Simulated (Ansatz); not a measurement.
Z-matrix (Å, degrees):
```
C
O 1 1.393
H 1 1.096 2 110.4
H 1 1.096 2 110.4 3 118.9
H 1 1.099 2 112.9 3 -120.5
Al 2 1.693 1 134.2 3 120.6
N 6 1.765 2 115.4 1 180.0
C 6 1.946 2 122.0 1 -0.0
H 7 1.007 6 124.6 2 0.0
H 7 1.006 6 124.9 2 180.0
H 8 1.093 6 112.0 2 -180.0
H 8 1.094 6 111.3 2 59.5
H 8 1.094 6 111.3 2 -59.5
```

Total charge 0; spin multiplicity 1.

(1) List the ωB97M-V/def2-TZVPP orbital energies in eV (the Gaussian-basis code of Ansatz). (Estimate.)

Results:

(1) Computed: Occupied: -1531.09, -525.16, -393.45, -282.33, -280.53, -115.75, -75.41, -75.26, -75.22, -30.09, -25.48, -21.58, -21.20, -15.77, -15.47, -14.70, -14.64, -13.66, -13.35, -13.24, -11.17, -10.40, -10.09, -9.52. Lowest empty: 1.62, 2.24, 2.72, 3.13, 3.78, 4.41, 4.59, 4.61.
